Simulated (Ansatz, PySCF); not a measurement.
MgCl₂, SMILES [Cl][Mg][Cl]. Atoms are numbered in the order given.

```xyz
3

Mg     0.0000     0.0000     0.0430
Cl     0.0000     2.1675     0.0430
Cl     0.0000    -2.1675     0.0430
```

The structure is a stationary point at ωB97X-D3(BJ)/def2-TZVP. The isomer is the one that the SMILES or the coordinates give; other isomers of the formula were not compared.

Two levels are set side by side: PBE-D3(BJ)/def2-TZVP (Ansatz, a program for electronic structure) and ωB97X-D3(BJ)/def2-TZVP (PySCF). Each level has its own optimised geometry; the coordinates shown are those of the second. Frequencies come from the Hessian of PySCF at each geometry. Differences are taken from unrounded values.

```json
[
 {"quantity": "mean bond length (Å)", "ωB97X-D3(BJ)": "2.167"},
 {"quantity": "bond Mg1–Cl2 (Å)", "ωB97X-D3(BJ)": "2.167"},
 {"quantity": "bond Mg1–Cl3 (Å)", "ωB97X-D3(BJ)": "2.167"},
 {"quantity": "highest harmonic wavenumber (cm⁻¹)", "ωB97X-D3(BJ)": "632"},
 {"quantity": "mean harmonic wavenumber (cm⁻¹)", "ωB97X-D3(BJ)": "296"},
 {"quantity": "zero-point energy (kcal/mol)", "ωB97X-D3(BJ)": "1.69"}
]
```

What does PBE-D3(BJ) give, and how far is it from ωB97X-D3(BJ)? (The exact figures need the calculation; the answer reports its results.)


| quantity | PBE-D3(BJ) | PBE-D3(BJ) minus ωB97X-D3(BJ) |
|---|---|---|
| mean bond length (Å) | 2.182 | 0.014 |
| bond Mg1–Cl2 (Å) | 2.182 | 0.014 |
| bond Mg1–Cl3 (Å) | 2.182 | 0.014 |
| highest harmonic wavenumber (cm⁻¹) | 604 | -28 |
| mean harmonic wavenumber (cm⁻¹) | 283 | -13 |
| zero-point energy (kcal/mol) | 1.62 | -0.07 |

GGA bonds tend to be longer and softer than those of functionals with exact exchange. Differences between two approximate levels are no errors against the true value.
